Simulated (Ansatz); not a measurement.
Gas-phase electronic energies from Ansatz, PBE0-D4/def2-TZVP geometries. CCSD(T)/CBS is the MP2 limit (def2-TZVPP, def2-QZVPP) plus CCSD(T) − MP2 in def2-TZVPP, frozen cores. This one scheme is used for every species. Functionals use def2-TZVPP. B3LYP here is the variant with VWN-RPA as its local correlation; programs differ in this. For Se outer-core shells are correlated without core-valence functions, which leaves a few kJ/mol of doubt a bond. Scalar relativity is left out up to krypton. Each species was taken in one conformer, which may not be the lowest.

Reaction (redistribution): `C[SiH2][Se]C` + `C=CCS[SiH3]` → `C=C[Se][SiH2]C` + `CCS[SiH3]`

| level | ΔE (kJ/mol) | difference from CCSD(T)/CBS |
| --- | --- | --- |
| PBE-D4 | 4.2 | -2.0 |
| r2SCAN-D4 | 3.8 | -2.4 |
| ωB97X-V | 7.0 | 0.8 |
| ωB97M-V | 8.0 | 1.8 |
| PBE | 2.3 | -3.9 |
| r2SCAN | 3.1 | -3.1 |
| PBE0 | 4.1 | -2.1 |
| B3LYP | 4.4 | -1.8 |
| HF/def2-TZVPP | 9.5 | 3.3 |
| SCS-MP2/def2-TZVPP | 5.5 | -0.7 |
| CCSD/def2-TZVPP | 6.2 | 0.0 |
| HF/def2-QZVPP | 9.3 | 3.1 |
| MP2/def2-QZVPP | 5.1 | -1.1 |
| HF/CBS(def2) | 9.3 | 3.1 |
| MP2/CBS(def2) | 5.4 | -0.8 |
| CCSD/CBS(def2) | 6.8 | 0.6 |
| CCSD(T)/CBS | 6.2 | 0 |

Largest T1 diagnostic among the species: 0.011.

In def2-TZVPP, CCSD(T) changes the Hartree–Fock value by −3.9 kJ/mol (the triples alone add −0.6 kJ/mol) and MP2 by −4.7 kJ/mol.
